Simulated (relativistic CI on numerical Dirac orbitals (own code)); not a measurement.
**Er2+: resonant inelastic scattering at the N4,5 edge**

Computed with this model: Dirac-Coulomb-Breit CI, KLI orbitals optimised for each configuration, a model potential for QED, valence Slater integrals scaled by 0.8, Kramers-Heisenberg scattering through one core-hole configuration in a parametric crystal field; configurations [Xe] 4f12 → [Kr] 4d9 4f13 5s2 5p6; 300 K; core-hole width 0.75 eV; summed over polarisations. Incident energies are the highest absorption maxima for each field (at most a few, so the weaker spin-orbit partner edge can be absent), on the computed scale of the free ion. Intensities are in per cent of the strongest line above 0.02 eV; levels within 1 cm⁻¹ are merged; final levels count from the ground level, the first row holds all elastic scattering, lines under 0.4 are left out and each table stops after 24 rows. The scale of the Slater integrals is a model choice and moves the terms in proportion.

Field parameters in Wybourne normalisation; cubic f-shell fields have B⁴₄ = √(5/14) B⁴₀ and B⁶₄ = −√(7/2) B⁶₀. The field is a parameter set, without covalency.

S is read from ⟨S²⟩ = S(S + 1).

Oh, B40 = -1370, B60 = 270 cm⁻¹:

```tsv
Final level (eV)	Degeneracy	Irrep	S	167.3 eV	175.1 eV
0.000	1	A2	0.99	30.7	376.7
0.006	3	T2	0.99	1.6	134.6
0.009	2	E	0.99	4.0	103.7
0.047	6	T1+T2	0.99	9.9	100.0
0.052	1	A1	0.99	1.6	18.4
0.591	1	A1	0.73	0.0	3.7
0.618	3	T1	0.74	0.1	12.0
0.639	2	E	0.75	0.0	7.8
0.655	3	T2	0.75	0.0	3.7
0.868	3	T2	1.00	0.5	23.9
0.870	3	T1	1.00	0.5	24.6
0.897	2	E	1.00	0.1	7.3
0.899	3	T1	1.00	0.2	9.2
1.332	2	E	0.93	0.0	5.6
1.338	3	T1	0.93	0.0	8.7
1.350	1	A1	0.93	0.0	3.1
1.364	3	T2	0.92	0.0	2.1
3.745	1	A1	0.02	0.0	1.0
3.753	3	T1	0.02	0.1	3.9
3.761	3	T2	0.02	0.1	4.4
3.807	1	A2	0.02	0.0	4.1
3.812	3	T2	0.02	0.1	11.3
3.814	2	E	0.02	0.1	7.3
```

D3d, B20 = 350, B40 = -300, B43 = 650, B60 = -190, B63 = 130, B66 = -140 cm⁻¹:

| Final level (eV) | Degeneracy | Irrep | S | 167.2 eV | 175.1 eV |
| --- | --- | --- | --- | --- | --- |
| 0.000 | 1 | A1 | 0.99 | 51.4 | 665.4 |
| 0.004 | 2 | E | 0.99 | 4.9 | 194.6 |
| 0.013 | 2 | E | 0.99 | 11.4 | 182.7 |
| 0.025 | 1 | A2 | 0.99 | 5.3 | 80.3 |
| 0.026 | 1 | A1 | 0.99 | 5.0 | 73.6 |
| 0.034 | 2 | E | 0.99 | 8.0 | 100.0 |
| 0.035 | 2 | E | 0.99 | 6.5 | 77.2 |
| 0.037 | 1 | A2 | 0.99 | 2.4 | 42.4 |
| 0.037 | 1 | A1 | 0.99 | 2.5 | 42.6 |
| 0.611 | 2 | E | 0.74 | 0.1 | 12.9 |
| 0.617 | 1 | A1 | 0.74 | 0.0 | 9.3 |
| 0.625 | 2 | E | 0.74 | 0.0 | 12.1 |
| 0.630 | 1 | A2 | 0.75 | 0.0 | 4.4 |
| 0.636 | 2 | E | 0.75 | 0.0 | 9.5 |
| 0.643 | 1 | A1 | 0.75 | 0.0 | 4.1 |
| 0.858 | 1 | A2 | 1.00 | 0.4 | 17.9 |
| 0.862 | 2 | E | 1.00 | 0.7 | 33.5 |
| 0.871 | 2 | E | 1.00 | 0.6 | 27.0 |
| 0.880 | 1 | A1 | 1.00 | 0.2 | 10.3 |
| 0.883 | 1 | A2 | 1.00 | 0.2 | 9.0 |
| 0.887 | 2 | E | 1.00 | 0.3 | 15.1 |
| 0.889 | 2 | E | 1.00 | 0.3 | 13.2 |
| 1.324 | 1 | A1 | 0.93 | 0.0 | 7.1 |
| 1.333 | 2 | E | 0.93 | 0.0 | 12.0 |

For the first field the strongest loss at the lowest incident energy is the level at 0.05 eV (S = 0.99, against 0.99 in the thermal ground state). Levels of other spin, the first over 8 % at 3.81 eV, appear because spin-orbit coupling of the core hole, and in heavier ions of the valence shell too, mixes spins.
